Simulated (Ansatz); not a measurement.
Isomers of Be$_{5}$⁺ (doublet), relaxed with PBE/def2-TZVP; total energies from Ansatz at PBE0/def2-TZVP.

```json
{"isomer": "A", "description": "point group C4v; 8 × Be–Be 2.05 to 2.12 Å", "energy (Eh)": "-73.17244"}
{"isomer": "B", "description": "point group D3h; 9 × Be–Be 2.07 to 2.11 Å", "energy (Eh)": "-73.17812"}
```

The isomers come from a short search, and lower ones may exist.

Problem. Work out the relative energies (1 Eh = 2625.5 kJ/mol) and the Boltzmann populations at 500 K from electronic energies alone (R = 8.314 J/mol/K).

Solution. ΔE: A 14.9, B 0.0 kJ/mol. RT = 4.16 kJ/mol. Factors exp(−ΔE/RT): A 0.0278, B 1; sum 1.028. Populations: A 2.7 %, B 97.3 %. Zero-point energy, vibrational entropy and symmetry numbers are left out and can shift these; an error of 4 kJ/mol changes a ratio by a factor of 2.6. Over the other density-functional and correlated levels in def2 sets, the gap between B and A ranges from -24 to 32 kJ/mol.
